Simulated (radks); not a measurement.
Task: La46+, 11 electrons, occupied as [Ne] 3s0.75 3p0.25 (fractional occupations, a model configuration). All-electron calculation, scalar-relativistic Kohn-Sham, OLYP, spin-unpolarised, spherical densities, point nucleus. Program: a radial shooting solver on a logarithmic mesh with Libxc functionals. Some entries of the table are withheld. Estimate them.

orbital,occ.,eigenvalue (Ry),r(max) (bohr),<r> (bohr)
1s,2,(1),0.01607,0.02505
2s,2,-674.6617,0.09013,(2)
2p,6,(3),0.07231,(4)
3s,0.75,(5),0.2404,0.2527
3p,0.25,-262.7585,0.2311,0.2444

Result: 
(1) 1s eigenvalue (Ry): -3083.369
(2) 2s <r> (bohr): 0.1055
(3) 2p eigenvalue (Ry): -630.2870
(4) 2p <r> (bohr): 0.09222
(5) 3s eigenvalue (Ry): -276.2879
